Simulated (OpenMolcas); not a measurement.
## Computed transition rates of Si II

* Program: OpenMolcas 26.06
* Method: SS-RASPT2, IPEA 0.25 Eh, imaginary shift 0.1 Eh (closed shells correlated: 2s 2p 3s)
* Basis: ANO-R3 [6s5p4d2f1g]
* Scalar Hamiltonian: X2C, finite nucleus
* Active space: 1 electron in 9 orbitals (RAS2 3p; RAS3 3d 4s, at most 1 electron)
* State averaging: 2S+1 = 2 odd, 3 roots; 2S+1 = 2 even, 6 roots
* Spin-orbit coupling: RASSI with atomic mean-field integrals over the reference wave functions, term energies averaged over their components

Rates come from the transition moments of the reference wave functions (E1 in the length form). At fixed line strength A goes as λ^-3 for E1 and M1 and as λ^-5 for E2, so a rate at the computed wavelength can be rescaled to the measured one. Measured vacuum wavelengths follow from level energies in NIST Handbook of Basic Atomic Spectroscopic Data. Branching counts E1 and M1 decays inside the model space alone, at computed energies, and the table is only a selection of the E1 lines, drawn from those between levels with measured partners whose computed energy lies within a factor of 1.5 of the measured one.

```tsv
Upper	Lower	Type	λ computed (nm)	λ measured (nm)	A computed (s-1)	A rescaled (s-1)	Branching %
3s² 3d ²D_3/2	3s² 3p ²P°_3/2	E1	130.6	126.5	4.22e+08	4.64e+08	16.5
3s² 3d ²D_5/2	3s² 3p ²P°_3/2	E1	130.6	126.5	2.53e+09	2.78e+09	100.0
3s² 3d ²D_3/2	3s² 3p ²P°_1/2	E1	130.1	126	2.13e+09	2.34e+09	83.5
3s² 4s ²S_1/2	3s² 3p ²P°_3/2	E1	129.9	153.3	1.35e+09	8.21e+08	66.4
3s² 4s ²S_1/2	3s² 3p ²P°_1/2	E1	129.5	152.7	6.82e+08	4.16e+08	33.6
```

The largest correction is for 3s² 4s ²S_1/2 → 3s² 3p ²P°_3/2 (E1): 1.35e+09 × (129.9 / 153.3)^3 = 8.21e+08 s-1, a factor of 0.61.

The computed rate and branching of 3s² 3d ²D_5/2 → 3s² 3p ²P°_3/2 give the upper level a radiative lifetime of 1.000 / 2.53e+09 s-1 = 3.95e-10 s, counting decays inside the model space alone. The rescaled rate gives about 3.6e-10 s.

The computed order of these levels differs from the measured one in 1 place, and where term gaps are wrong the rates of spin-changing lines can be off by large factors.

No measured rate stands beside these. Rescaling mends the energy factor alone: line strengths can still be far off where a level mixes with configurations outside the active space, and weak or spin-changing lines hang on small mixing coefficients that depend on the term gaps too, so rescaling need not improve them.

CASPT2 breaks the degeneracy within a term, and the mean is taken; among the terms shown or strongly mixed into the levels shown the widest spread is 710 cm-1 (3s² 3d ²D). ANO sets are built for valence states and can reach diffuse excited orbitals poorly, and with the s shell closed the s pⁿ⁺¹ terms that mix with these levels are absent. With one active electron, CASPT2 adds the correlation within the correlated inactive shells and between them and that electron, and leaves the splitting within a term as the reference gives it. The CASPT2 spread within a term exceeds the gap to the next term for 3s² 3d ²D and 3s² 4s ²S, so the order of their levels is uncertain. Measured partners are found by configuration, term and J. A level has none where our copy of the source lacks it or the pairing is in doubt (some pairs that miss far off the trend of their configuration count as doubtful). Levels of configurations outside the active space are missing.

° marks odd parity.
